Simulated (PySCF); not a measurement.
Si(F)2(H)(SeH) (F₂H₂SeSi), SMILES F[SiH](F)[SeH]. The structure is a stationary point at B3LYP-D3(BJ)/def2-SVP. The values are those of a single conformer.

These are PySCF 2.14.0 with B3LYP-D3(BJ)/def2-SVP values and carry that method's errors.

Harmonic wavenumbers (cm⁻¹): 113, 173, 223, 331, 428, 661, 810, 839, 875, 973, 2301, 2403. Rotational constants (GHz): 6.528, 1.895, 1.575; symmetry number 1.

### Question
Work out the zero-point energy and the ideal-gas rigid-rotor harmonic-oscillator thermochemistry at 298.15 K and 1 atm.

### Answer
ZPE = ½ Σ hcν = ½ × 10128 cm⁻¹ = 60.58 kJ/mol. H − E(el) = 78.06 kJ/mol. Entropy in J/(mol K): translation 170.99, rotation 113.82, vibration 44.67, total 329.48. G − E(el) = -20.18 kJ/mol. Cp = 82.31 J/(mol K). Modes under 150 cm⁻¹ make the vibrational entropy uncertain.
